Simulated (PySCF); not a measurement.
Computed IR spectrum (relative IR intensity) of a molecule C2H5O, multiplicity 2. Coordinates come from a PBE0-D3(BJ)/def2-TZVP optimisation. One conformer was computed; it need not be the lowest. Level of theory: PySCF 2.14.0 with PBE0-D3(BJ)/def2-TZVP. Frequencies are harmonic and unscaled.

```
ν (cm⁻¹)  relative intensity
--------  ------------------
293                      3.1
430                      2.5
548                       34
996                       20
1139                     3.2
1257                      12
1316                     100
1482                     5.7
1492                     3.1
1501                      12
3018                      32
3082                      27
3131                      12
3154                      11
3281                     6.2
```

### Question
Identify the compound among the candidates.
A) [CH2]CO
B) [CH2]OC
C) CC[O]
D) C[CH]O

### Answer
B, [CH2]OC
